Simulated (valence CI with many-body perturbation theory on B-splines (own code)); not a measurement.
Forbidden lines of Ce II

Calculated by relativistic CI+MBPT: three valence electrons over a frozen Dirac-Fock core [Xe], radial functions for each j: 8 s, 8 p, 9 d, 9 f, 6 g, 3 h, 2 i, with the one-electron correlation potential Σ1, the two-electron term Σ2, the three-electron term Σ3, Breit, model QED; selected CI, second order for the rest (own B-spline code, finite nucleus).

Set against measurement, 50 paired levels are off by 524 cm⁻¹ on average, the worst by 1199. These come from a selection out of the NIST Handbook of Basic Atomic Spectroscopic Data. Levels without a partner in it may be off by more, other configurations by several thousand cm⁻¹. 7 measured levels below the end of the list, from 4323 cm⁻¹ on, found no clear computed partner.

Lines 1 to 31 of 31 in falling wavelength, among levels below 1.030 eV, chosen from the decays that carry over 1 % of a level's rate. Wavelengths and rates use the calculated energies, so an error of 500 cm⁻¹ moves a line at 6331 nm by 32 % and its rate by three times that or more. Electric multipoles are in the length gauge, E1 and E2 with the static RPA response of the core. Weak lines are less certain than strong ones. Lines between different terms over intervals too small for the method are left out, as are lines whose strength nearly cancels and 20 of this kind that miss the measured wavelength by over 7 %. Where a level lies close to another of its J and parity, the split of strength between their lines is uncertain. Branching is blank where the lifetime is uncertain.

Names give the largest LS component (configuration and term), which can be under half, so a name can repeat, a term be missing and a line seem to break the LS rules; names also repeat where a configuration has a term twice. Letters in brackets count levels of one name in rising energy.

| λ vac (nm) | λ from measured levels | Upper | Lower | Type | A (s⁻¹) | Branch % |
| --- | --- | --- | --- | --- | --- | --- |
| 18920 |  | 4f 5d2 4H°_9/2 | 4f 5d2 4H°_7/2 [b] | M1 | 3.42e-03 |  |
| 13110 | 12360 | 4f 5d2 4F°_5/2 | 4f 5d2 4F°_3/2 | M1 | 1.48e-02 |  |
| 12160 |  | 4f 5d2 2F°_7/2 | 4f 5d2 2F°_5/2 | M1 | 4.70e-03 |  |
| 10110 |  | 4f 5d2 4D°_5/2 | 4f 5d2 4D°_3/2 | M1 | 1.70e-02 |  |
| 8633 | 8674 | 4f 5d2 4I°_11/2 | 4f 5d2 4I°_9/2 | M1 | 4.78e-02 | 63.6 |
| 8263 | 8127 | 4f 5d2 4I°_13/2 | 4f 5d2 4I°_11/2 | M1 | 5.78e-02 |  |
| 7471 | 7552 | 4f 5d2 4H°_13/2 | 4f 5d2 4H°_11/2 | M1 | 5.16e-02 |  |
| 6577 |  | 4f 5d2 4F°_5/2 | 4f 5d2 2F°_7/2 | M1 | 3.12e-03 |  |
| 6457 |  | 4f 5d2 4D°_3/2 | 4f 5d2 2P°_1/2 [a] | M1 | 4.85e-02 |  |
| 6331 | 6381 | 4f 5d2 4F°_3/2 | 4f 5d2 2F°_5/2 | M1 | 3.74e-05 |  |
| 6218 | 6095 | 4f 5d2 4H°_13/2 | 4f 5d2 4I°_11/2 | M1 | 5.56e-02 |  |
| 6211 |  | 4f 5d2 4I°_11/2 | 4f 5d2 2G°_9/2 | M1 | 2.73e-02 | 36.3 |
| 5553 |  | 4f 5d2 4D°_5/2 | 4f 5d2 2F°_5/2 | M1 | 1.32e-02 |  |
| 5320 |  | 4f 5d2 4H°_11/2 | 4f 5d2 2G°_9/2 | M1 | 1.09e-01 | 90.0 |
| 5283 |  | 4f 5d2 2F°_7/2 | 4f 5d2 4H°_7/2 [b] | M1 | 3.79e-02 |  |
| 5154 |  | 4f 5d2 4H°_7/2 [b] | 4f 5d2 4H°_7/2 [a] | M1 | 5.13e-02 | 96.8 |
| 4904 |  | 4f 5d 6s 2D°_3/2 [a] | 4f 5d 6s 4F°_3/2 | M1 | 2.16e-02 |  |
| 4815 | 4813 | 4f 5d 6s 4F°_7/2 | 4f 5d 6s 2G°_9/2 [a] | M1 | 5.00e-03 |  |
| 4612 |  | 4f 5d2 4G°_5/2 [a] | 4f 5d2 2F°_5/2 | M1 | 5.50e-03 |  |
| 4269 | 4208 | 4f 5d2 4F°_5/2 | 4f 5d2 2F°_5/2 | M1 | 3.60e-03 |  |
| 4199 |  | 4f 5d2 2F°_7/2 | 4f 5d2 4I°_9/2 | M1 | 9.50e-04 |  |
| 4051 | 3874 | 4f 5d2 4H°_9/2 | 4f 5d2 4H°_7/2 [a] | M1 | 5.03e-02 |  |
| 3773 |  | 4f 5d2 4F°_3/2 | 4f 5d2 4H°_7/2 [b] | E2 | 2.73e-05 |  |
| 3530 |  | 4f 5d2 2F°_7/2 | 4f 5d2 2G°_9/2 | M1 | 5.56e-03 |  |
| 3482 |  | 4f 5d2 4D°_5/2 | 4f 5d2 4H°_7/2 [b] | M1 | 6.49e-04 |  |
| 3088 |  | 4f 5d2 4G°_5/2 [a] | 4f 5d2 4H°_7/2 [b] | M1 | 3.02e-03 |  |
| 2930 |  | 4f 5d2 4F°_5/2 | 4f 5d2 4H°_7/2 [b] | M1 | 7.44e-03 |  |
| 2609 |  | 4f 5d2 2F°_7/2 | 4f 5d2 4H°_7/2 [a] | M1 | 1.79e-02 |  |
| 2414 |  | 4f 5d 6s 2G°_7/2 [b] | 4f 5d2 2G°_9/2 | M1 | 1.55e-02 |  |
| 1931 |  | 4f 5d2 4G°_5/2 [a] | 4f 5d2 4H°_7/2 [a] | M1 | 6.11e-03 |  |
| 1868 | 1996 | 4f 5d2 4F°_5/2 | 4f 5d2 4H°_7/2 [a] | M1 | 2.00e-02 |  |
